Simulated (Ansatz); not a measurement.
Cartesian coordinates in Å:
```
C -0.640 0.894 1.110
C -0.731 -0.444 0.504
Si 0.377 -0.510 -1.025
O 1.941 -0.146 -0.651
H 0.099 1.112 1.871
H -1.247 1.712 0.745
H -1.749 -0.684 0.174
H -0.401 -1.232 1.189
H 0.422 -1.876 -1.604
H -0.173 0.449 -2.024
H 2.102 0.726 -0.288
```

Total charge 0; spin multiplicity 2.

Problem. List the PBE/def2-TZVPP orbital energies in eV (Ansatz). (Estimate.)

Solution. Computed: α occupied: -1779.88, -510.25, -269.33, -269.00, -137.55, -94.31, -94.28, -94.26, -24.99, -19.01, -15.17, -13.64, -11.56, -11.16, -10.19, -9.17, -8.91, -8.73, -7.85, -7.22, -4.43. α empty: -0.39, 0.44, 1.14, 1.41, 1.49, 1.71, 1.83, 2.23. β occupied: -1779.87, -510.25, -269.00, -269.00, -137.54, -94.30, -94.26, -94.24, -24.99, -18.64, -14.69, -13.58, -11.45, -11.04, -10.01, -9.02, -8.87, -8.60, -7.72, -7.11. β empty: -2.65, -0.27, 0.51, 1.22, 1.51, 1.66, 1.79, 1.90. ⟨S²⟩ = 0.754.
